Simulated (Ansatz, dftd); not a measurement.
Reaction: SiH2F2 (difluorosilane, SMILES F[SiH2]F) → SiH2F (SMILES [SiH2]F, doublet) + F (doublet) (the F-Si bond breaks)
Each species at its own B3LYP-D3(BJ)/def2-TZVP minimum (Ansatz, a first-principles code).

Wanted: bond dissociation energy (electronic), in kcal/mol. Radicals and triplets start from unrestricted determinants; spin-orbit coupling is neglected. Cores are frozen in correlated methods. Rows without X2C or -DK are non-relativistic. CBS(X,Y): correlation extrapolated as X^-3, Hartree-Fock from the larger set (Q,5: extrapolated as (X+1)exp(-9√X)). A bracket is a step between two methods taken in the basis named. Functionals run without relativity, which enters their misses. Double hybrids freeze cores in their MP2 part. 'core' is core correlation in cc-pwCVTZ (1s frozen past Ne), 'X2C' scalar relativity in cc-pVTZ-DK, both at CCSD(T).

Compared with CCSD(T)/CBS(cc-pV(Q+d)Z,cc-pV(5+d)Z) + [CCSDT(Q) - CCSD(T)]/cc-pV(T+d)Z + core + X2C (Ansatz): 163.7 kcal/mol.

Costs are rough ratios of core time, to one figure, on one kind of shared machine, summed over the single points of the molecules; atoms, geometries and frequencies are left out. The first row took roughly 10 core seconds; short runs hold start-up time.

| level | program | cost relative to the first row | difference (kcal/mol) |
|---|---|---|---|
| CAM-B3LYP-D4/def2-TZVPD | Ansatz + dftd4 | 1 | -3.8 |
| r2SCANh-D4/def2-TZVPD | Ansatz + dftd4 | 1 | -8.1 |
| B2PLYP-D4/def2-TZVPD | Ansatz + dftd4 | 1 | -4.4 |
| B2GP-PLYP/def2-TZVPD | Ansatz | 1 | -4.1 |
| CCSD(T)/cc-pV(T+d)Z | Ansatz | 3 | -5.1 |
| CCSDT(Q)/cc-pV(D+d)Z | Ansatz | 20 | -18.8 |
| CCSDT(Q)/cc-pV(T+d)Z | Ansatz | 400 | -5.2 |

The dearest row costs roughly 400 times the first. Costs within a factor of two don't rank. The table holds for this case alone.
